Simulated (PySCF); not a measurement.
Sn(Br)(OH)2(NH2) (BrH4NO2Sn), SMILES [NH2][Sn]([OH])([OH])[Br].

The structure is a stationary point at PBE-D3(BJ)/def2-SVP. The structure was generated by enumeration; whether it is a known compound was not checked. The def2 effective core potentials stand for the cores of Sn; spin–orbit coupling is left out. The values are those of a single conformer.

Calculation: M06-2X/def2-TZVP (PySCF).

Gas-phase values at a fixed geometry.

Computed frontier levels, gap, dipole moment and polarisability:
```yaml
highest_occupied_level: -9.74 eV
lowest_empty_level: -1.19 eV
orbital_gap: 8.55 eV
dipole_moment: 0.79 D
quadrupole, principal values (traceless, Buckingham form, about the centre of nuclear charge): -6.40, -0.74, 7.14 D·Å
mean_static_polarisability: 71.8 bohr³ (10.65 Å³)
polarisability_principal_values: 62.8, 69.2, 83.5 bohr³
```
